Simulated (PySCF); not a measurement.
N2, charge +1, doublet, at a GFN2-xTB geometry (a state made from the parent by changing its charge; the spin is typed, not shown lowest); WB97M-V/aug-cc-pVDZ run with PySCF.

Here is a job for PySCF.
```python
from pyscf import gto, scf, dft

mol = gto.M(
    atom='''
N    -0.000000   -0.000000   -0.534148
N     0.000000    0.000000    0.534148
''',
    basis='aug-cc-pvdz',
    charge=1,
    spin=1,
    verbose=4,
)

mf = dft.UKS(mol)
mf.xc = 'wb97m_v'
mf.kernel()
```

Output, abridged:

```
PySCF version 2.14.0

[INPUT] verbose = 4
[INPUT] num. atoms = 2
[INPUT] num. electrons = 13
[INPUT] charge = 1
[INPUT] spin (= nelec alpha-beta = 2S) = 1
[INPUT] symmetry False subgroup None
[INPUT] Mole.unit = angstrom
[INPUT] Symbol           X                Y                Z      unit          X                Y                Z       unit  Magmom
[INPUT]  1 N      0.000000000000   0.000000000000  -0.534148000000 AA    0.000000000000   0.000000000000  -1.009393429984 Bohr   0.0
[INPUT]  2 N      0.000000000000   0.000000000000   0.534148000000 AA    0.000000000000   0.000000000000   1.009393429984 Bohr   0.0

nuclear repulsion = 24.2720026426009
number of shells = 16
number of NR pGTOs = 70
number of NR cGTOs = 46
basis = aug-cc-pvdz
ecp = {}

******** <class 'pyscf.dft.uks.UKS'> ********
method = UKS
initial guess = minao
damping factor = 0
level_shift factor = 0
DIIS = <class 'pyscf.scf.diis.CDIIS'>
diis_start_cycle = 1
diis_space = 8
diis_damp = 0
SCF conv_tol = 1e-09
SCF conv_tol_grad = None
SCF max_cycles = 50
direct_scf = True
direct_scf_tol = 1e-13
number electrons alpha = 7  beta = 6
XC library pyscf.dft.libxc version 7.1.2
    S. Lehtola, C. Steigemann, M. J. T. Oliveira, and M. A. L. Marques,  SoftwareX 7, 1–5 (2018)
XC functionals = wb97m_v
    N. Mardirossian and M. Head-Gordon,  J. Chem. Phys. 144, 214110 (2016)
radial grids:
    Treutler-Ahlrichs [JCP 102, 346 (1995); DOI:10.1063/1.469408] (M4) radial grids

becke partition: Becke, JCP 88, 2547 (1988); DOI:10.1063/1.454033
pruning grids: <function nwchem_prune>
grids dens level: 3
symmetrized grids: False
atomic radii adjust function: <function treutler_atomic_radii_adjust>
** Following is NLC and NLC Grids **
NLC functional = wb97m_v
radial grids:
    Treutler-Ahlrichs [JCP 102, 346 (1995); DOI:10.1063/1.469408] (M4) radial grids

becke partition: Becke, JCP 88, 2547 (1988); DOI:10.1063/1.454033
pruning grids: <function nwchem_prune>
grids dens level: 3
symmetrized grids: False
atomic radii adjust function: <function treutler_atomic_radii_adjust>
small_rho_cutoff = 0
Set gradient conv threshold to 3.16228e-05
tot grids = 27808
tot grids = 27808
init E= -109.65456344328

cycle= 1 E= -108.84621666561  delta_E= 0.808  |g|= 0.388  |ddm|= 1.29
cycle= 2 E= -108.923356890325  delta_E= -0.0771  |g|= 0.132  |ddm|= 0.669
cycle= 3 E= -108.930419724631  delta_E= -0.00706  |g|= 0.0108  |ddm|= 0.457
cycle= 4 E= -108.930514654697  delta_E= -9.49e-05  |g|= 0.00196  |ddm|= 0.0556
cycle= 5 E= -108.930518092133  delta_E= -3.44e-06  |g|= 0.000333  |ddm|= 0.00709
cycle= 6 E= -108.930518204646  delta_E= -1.13e-07  |g|= 3.57e-05  |ddm|= 0.00216
cycle= 7 E= -108.930518205948  delta_E= -1.3e-09  |g|= 4.1e-06  |ddm|= 0.000244
cycle= 8 E= -108.930518205965  delta_E= -1.77e-11  |g|= 4.65e-07  |ddm|= 3.26e-05
Extra cycle  E= -108.930518205965  delta_E= -1.71e-13  |g|= 1.22e-07  |ddm|= 4.52e-06
converged SCF energy = -108.930518205965  <S^2> = 0.7526397  2S+1 = 2.002638
```
